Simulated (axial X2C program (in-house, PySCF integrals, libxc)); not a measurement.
Nuclear properties of BBr⁻

Calculated with an axial X2C code built on PySCF integrals: two-component X2C with atomic mean-field Coulomb and Gaunt terms, Gaussian nuclei, basis Br dyall-acv3z, B dyall-av3z with contracted cores.

R = 2.083 Å (near the PBE0 minimum at charge -1 of the determinant lowest at the starting distance; the state shown can have its own minimum elsewhere).

Determinant lowest in the PBE0 search, Ω = 1/2 (⟨Sz⟩ = -0.50, ⟨Lz⟩ = 1.00 at PBE0), spin on the atoms Br 0.03, B -0.53:

```tsv
level	Eeff magnitude (GV/cm)	Ws magnitude Br (kHz)	A∥/gI Br (MHz)	qzz Br (a.u.)	A∥/gI B (MHz)	qzz B (a.u.)
PBE0	0.005	0.0259	246	2.55	115	-0.06
HF	0.0747	0.0886	152	2.40	73.6	-0.02
BHandHLYP	0.0311	0.0502	205	2.51	97.1	-0.04
B3LYP	0.00482	0.0164	249	2.55	98.5	-0.07
PBE50	0.0295	0.0491	210	2.53	115	-0.04
```

Determinant 0.03 eV from it at PBE0 and this distance, Ω = 3/2 (⟨Sz⟩ = 0.50, ⟨Lz⟩ = 1.00 at PBE0), spin on the atoms Br -0.02, B 0.52:

| level | Eeff magnitude (GV/cm) | Ws magnitude Br (kHz) | A∥/gI Br (MHz) | qzz Br (a.u.) | A∥/gI B (MHz) | qzz B (a.u.) |
| --- | --- | --- | --- | --- | --- | --- |
| PBE0 | 0.00955 | 0.0101 | 66.8 | 2.56 | 30.9 | -0.06 |
| HF | 0.136 | 0.0476 | 65.3 | 2.41 | 52.3 | -0.02 |
| BHandHLYP | 0.0265 | 0.0155 | 61.5 | 2.52 | 43.5 | -0.04 |
| B3LYP | 0.00212 | 0.00637 | 64.2 | 2.56 | 37.2 | -0.07 |
| PBE50 | 0.0274 | 0.0159 | 64.1 | 2.54 | 35.6 | -0.04 |

Eeff is the effective electric field on the electron electric dipole moment in this Ω state and Ws the scalar–pseudoscalar constant of the nucleus named (defined with the proton number Z and per Ω); A∥ (defined per Ω) follows by multiplying with gI = μI/(I μN); qzz is the electric field gradient, eQq0 = 234.96 MHz × Q/barn × qzz. The operators were transformed with the bare-nucleus X2C matrices; with these basis sets, hyperfine constants and field gradients can be off by tens of per cent, and where levels differ in sign neither size nor sign is settled.

(1) With gI(79Br) = 1.4043, Q(79Br) = 0.3087 barn, gI(11B) = 1.7924 (g factors from the IAEA table of nuclear moments by Stone; Q from Pyykkö, Mol. Phys. 2018), turn the PBE0 values of the first state into constants in MHz.

Each state is one determinant with collinear spin. Unrestricted Hartree–Fock can overshoot spin polarisation at the nuclei. In the state Ω = 1/2 the sign of Eeff differs between levels (B3LYP against PBE0). In the state Ω = 3/2 the sign of Eeff differs between levels (B3LYP against PBE0). For an anion, determinants above electron detachment, or with a positive highest level, are held by the basis set. Where Eeff spreads by more than a factor of two the levels disagree and none is to be relied on. The search compared states at one distance, so a state with another bond length can lie lower. Where a field gradient or hyperfine factor spreads by more than a factor of two over the levels, a constant derived from it is not to be relied on. PBE0 term energies can be off by some tenths of an eV.

Answers

(1) A∥(79Br) = 246 × 1.4043 = 345 MHz; eQq0(79Br) = 234.96 × (0.3087) × (2.55) = 185 MHz; A∥(11B) = 115 × 1.7924 = 206 MHz.
